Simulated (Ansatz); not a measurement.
Input for Ansatz (an electronic-structure program): U-r2SCAN/def2-TZVPP on HNiO (SMILES [OH][Ni]), 2S+1 = 2, a spin state set in the input, which need not be the lowest.

Ansatz 0.2 input:
```yaml
crystal:
  periodic: [false, false, false]
  atoms:
    - {symbol: Ni, position_ang: [-0.88193519, -0.63642512, -0.77298331]}
    - {symbol: O, position_ang: [0.43107706, -0.13731647, 0.29058776]}
    - {symbol: H, position_ang: [0.41778940, 0.82111319, 0.41217592]}
basis:
  gaussian:
    orbitals: def2-TZVPP
hamiltonian:
  xc: {name: r2SCAN}
magnetization: {spin_polarized: true, initial_magnetization: 1}
```

The log:

```
WARN ansatz: RAYON_NUM_THREADS=1 ignored (pool sized by the plan → 1); use --threads N
Functional definition: r2SCAN
integrals: 0.03 GiB planned
693 factors; their error is unknown
mean field: 0.36 GiB planned
mean field evaluation 1: about -43094.4496 eV, gradient 6.8e1 eV
mean field evaluation 2: about -42694.7285 eV, gradient 3.6e2 eV
mean field evaluation 4: about -43104.7699 eV, gradient 1.5e1 eV
mean field evaluation 8: about -43105.7935 eV, gradient 2.8e0 eV
mean field evaluation 16: about -43105.8783 eV, gradient 2.6e0 eV
mean field evaluation 32: about -43106.0489 eV, gradient 6.6e-3 eV
mean field evaluation 64: about -43105.2222 eV, gradient 1.6e1 eV
mean field evaluation 96: about -43105.9002 eV, gradient 1.6e-1 eV
mean field evaluation 128: about -43105.8740 eV, gradient 1.3e-4 eV
mean field evaluation 160: about -43105.2138 eV, gradient 4.3e0 eV
mean field -43106.04887666 eV, -1584.1180778878 hartree, gradient 2.4e-6 eV, S^2 0.935299; 9 other end points of the search recorded, 0 dependent functions left out
reference -43106.04889324 eV, -1584.1180784973 hartree; 19, 18 occupied and 90, 91 virtual orbitals, 693 factors
Total energy: -43106.04889324 eV, -1584.1180784973 hartree
```

The calculation finished and met its thresholds. Its determinant has ⟨S²⟩ = 0.94, a mixture of spin states.

Cost: about 30 core-seconds (a rough figure).
